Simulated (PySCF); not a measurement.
**State search for LiHg⁺**

Unrestricted PBE0; Li def2-SVPD, Hg def2-SVPD with ECP60; scalar-relativistic core potentials (PySCF 2.14). Outer shells of the fragments: Li+ closed shells only; Hg 5d10 6s2.

Followed along the bond (rough minima from three points):

```
2Ms+1  unpaired  ⟨S²⟩ at the start  R at minimum (Å)  Te (eV)
    1      none               0.00              2.69     0.00
    3      σ ↑↑               2.00  none in the scan   ≤ 4.44
```

Solutions found at the starting distance of 2.760 Å, counted from the lowest of them; the search is not exhaustive and high or unbound solutions are not listed, so other states can lie among these:

```json
{"2Ms+1": "1", "unpaired": "none", "term": "¹Σ⁺", "E (eV)": "0.00", "⟨S²⟩": "0.00", "⟨Lz²⟩": "0.00", "μ (D)": "-9.64"}
{"2Ms+1": "3", "unpaired": "σ ↑↑", "term": "³Σ⁺", "E (eV)": "4.62", "⟨S²⟩": "2.00", "⟨Lz²⟩": "0.00", "μ (D)": "-7.99"}
{"2Ms+1": "3", "unpaired": "σ ↑, π ↑", "term": "³Π", "E (eV)": "5.66", "⟨S²⟩": "2.00", "⟨Lz²⟩": "1.01", "μ (D)": "-7.84"}
{"2Ms+1": "1", "unpaired": "σ ↓, π ↑", "term": "mixed", "E (eV)": "6.23", "⟨S²⟩": "1.00", "⟨Lz²⟩": "1.00", "μ (D)": "-6.71"}
{"2Ms+1": "3", "unpaired": "σ ↑, π ↑", "term": "³Π", "E (eV)": "9.37", "⟨S²⟩": "2.00", "⟨Lz²⟩": "1.00", "μ (D)": "-8.02"}
{"2Ms+1": "3", "unpaired": "σ ↑, δ ↑", "term": "³Δ", "E (eV)": "9.55", "⟨S²⟩": "2.00", "⟨Lz²⟩": "4.00", "μ (D)": "-7.66"}
```

A term symbol is given only where ⟨S²⟩ and ⟨Lz²⟩ are close to those of a pure state; real π, δ and φ orbitals otherwise mix terms. A positive dipole points towards Hg; it is taken about the centre of mass and depends on that origin.

Spin–orbit coupling is left out. Counting both spins, an empty level lies below a filled one in some of these solutions, because spin and occupation are held.
